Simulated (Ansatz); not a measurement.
Abridged output of a molecular run in Ansatz:

```
Functional definition: HF
1699 factors; integrals over basis functions are off by at most 9.4e-4 eV
mean field evaluation 1: about -17312.9245 eV, gradient 2.9e1 eV
mean field evaluation 2: about -17313.1762 eV, gradient 2.9e1 eV
mean field evaluation 4: about -17315.9566 eV, gradient 5.0e0 eV
mean field evaluation 8: about -17316.0309 eV, gradient 2.4e-1 eV
mean field -17316.03122881 eV, -636.3524104313 hartree, gradient 2.8e-6 eV, S^2 0.000000; 0 other end points of the search recorded, 0 dependent functions left out
11 core orbitals not correlated: weight in the atoms' cores, before any rotation towards them, 1.000 or more for the frozen orbitals, at most 0.000 for the correlated occupied ones
reference -17316.03122881 eV, -636.3524104313 hartree; 18, 18 occupied and 237, 237 virtual orbitals, 1699 factors
second order -26.06393040 eV of doubles, -0.00000000 eV of singles
cycle   1  -25.89012751 eV  change    1.7e-1 eV  update   1.1e-1
cycle   2  -26.60281273 eV  change   -7.1e-1 eV  update   3.1e-2
cycle   3  -26.69054534 eV  change   -8.8e-2 eV  update   1.4e-2
cycle   4  -26.67537945 eV  change    1.5e-2 eV  update   3.3e-3
cycle   5  -26.67669757 eV  change   -1.3e-3 eV  update   1.4e-3
cycle   6  -26.67701244 eV  change   -3.1e-4 eV  update   3.9e-4
cycle   7  -26.67669810 eV  change    3.1e-4 eV  update   1.4e-4
cycle   8  -26.67672009 eV  change   -2.2e-5 eV  update   4.8e-5
cycle   9  -26.67676047 eV  change   -4.0e-5 eV  update   1.4e-5
perturbative correction -0.87264608 eV, -0.0320691518 hartree
Total energy: -17343.58063536 eV, -637.3648324482 hartree
```

Its atoms:

Z-matrix (Å, degrees):
```
C
C 1 1.523
H 1 1.094 2 110.3
H 1 1.094 2 112.0 3 -119.6
H 1 1.094 2 111.6 3 119.3
Si 2 1.876 1 112.9 3 -60.9
Te 2 2.167 1 108.1 3 178.3
H 2 1.092 1 110.2 3 63.2
H 6 1.485 2 109.3 1 -56.5
H 6 1.493 2 109.7 1 62.7
H 6 1.486 2 110.7 1 -177.6
H 7 1.658 2 94.4 1 178.2
```

**Question.** Which basis set was used?
A. def2-SVP
B. def2-QZVPP
C. cc-pV(Q+d)Z
D. def2-TZVPP

**Answer.** D. It gives 266 functions.

**Question.** Write the keys of the input that set method, charge and spin (a neutral closed shell needs none for the last two).

**Answer.** 
```yaml
correlation: {method: ccsd_t}
```
